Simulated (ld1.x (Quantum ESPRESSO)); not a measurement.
## silicon, PAW: configuration errors across variants

silicon (Si), PAW, made with ld1.x (Quantum ESPRESSO) 7.5 (LDA (PZ), non-relativistic). Core [Ne], reference 3s2 3p1 (charge +1). Waves: 3s (bound): rcut 1.30, rcutus 1.50 bohr; 3s channel at -0.9 Ry: rcut 1.30, rcutus 1.50 bohr; 3p (bound): rcut 1.15, rcutus 1.40 bohr; 3p channel at -0.55 Ry: rcut 1.15, rcutus 1.40 bohr. Local part: all-electron potential smoothed inside 1.10 bohr (lloc = -1). Core correction: Bessel-smoothed model core inside 1.35 bohr. Augmentation charge: PSQ, inside the norm-conserving radii.

All-electron excitation energies from the reference (eV): (1) 3s2 3p2 -7.840; (2) 3s2 3p0 16.126; (3) 3s1 3p0 50.200; (4) 3s2 3p2.3 -8.799; (5) 3s0 3p4 5.822; (6) 3s2 3p1.5 -4.870; (7) 3s1 3p2 7.350; (8) 3s2 3p1 spin -0.204; (9) 3s2 3p2 spin -8.451.

Spin tests fill each open shell by Hund’s rule, majority spin first.

5 further variants failed, have other tests or too few solved ones, and are left out.

A true bound ghost makes a file unfit for plane-wave use even where its test errors are small: the radial tests pick states by their node count and pass the ghost by.

Errors AE − PS in meV (a dash: test not solved or not reliable):

| change | (1) | (2) | (3) | (4) | (5) | (6) | (7) | (8) | (9) | bound ghosts |
| --- | --- | --- | --- | --- | --- | --- | --- | --- | --- | --- |
| base | -1.2 | -6.3 | -57 | -1.4 | -0.9 | -0.5 | -0.8 | -0.3 | -2.0 | p, s |
| core correction Bessel-smoothed model core inside 0.56 bohr | -1.1 | -6.3 | -57 | -1.4 | -0.9 | -0.5 | -0.8 | -0.3 | -1.9 | p, s |
| wave 3p channel at -0.55 Ry: rcut 1.15, rcutus 1.40 bohr becomes 3p channel at 5.93 Ry: rcut 1.15, rcutus 1.40 bohr | +0.2 | -6.3 | -57 | +0.5 | -0.9 | -0.1 | -0.4 | -0.3 | +0.2 | s |
| local potential all-electron potential smoothed inside 1.15 bohr (lloc = -1) | -1.2 | -6.3 | -57 | -1.5 | -0.9 | -0.5 | -0.8 | -0.3 | -2.0 | p, s |

Q: Give the same row for: local potential all-electron potential smoothed inside 1.56 bohr (lloc = -1).

A: -1.1, -5.9, -55, -1.3, -0.9, -0.4, -0.8, -0.3, -1.8; bound ghosts: p.
